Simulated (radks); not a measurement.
Effect of the nuclear size on the europium ion Eu2+, [Xe] 4f7. Calculated with a radial shooting solver on a logarithmic mesh with Libxc functionals: Dirac Kohn-Sham, BLYP, spin-unpolarised, spherical densities, finite nucleus; open shells fill j = l - 1/2 first; Fermi nuclear charge, rms radius 5.1115 fm. The rms radius is varied about that value; shifts are against it.

rms radius (fm),total energy shift (eV),density at nucleus (e/bohr^3),1s1/2 shift (meV),2s1/2 shift (meV),4p1/2 shift (meV),5s1/2 shift (meV),5p1/2 shift (meV),4f7/2 shift (meV),6s1/2 (empty) shift (meV)
4.5186,-4.11,5.972e+05,-1690,-217,0.213,-1.75,0.054,0.188,-0.254
4.7997,-2.21,5.884e+05,-911,-116,0.114,-0.940,0.029,0.101,-0.136
5.1115,0,5.793e+05,0.000,0.000,0.000,0.000,0.000,0.000,0.000
5.27,1.16,5.75e+05,480,61.3,-0.060,0.495,-0.015,-0.053,0.072
6.1031,7.71,5.545e+05,3180,406,-0.398,3.28,-0.101,-0.354,0.476

Slopes of the eigenvalues against <r^2> in GHz/fm^2, as finite differences over the two radii next to the reference (eigenvalue slopes, not the field-shift constants of lines): 1s1/2 71000, 2s1/2 9070, 4p1/2 -8.90, 5s1/2 73.3, 5p1/2 -2.25, 4f7/2 -7.89, 6s1/2 (empty) 10.6.
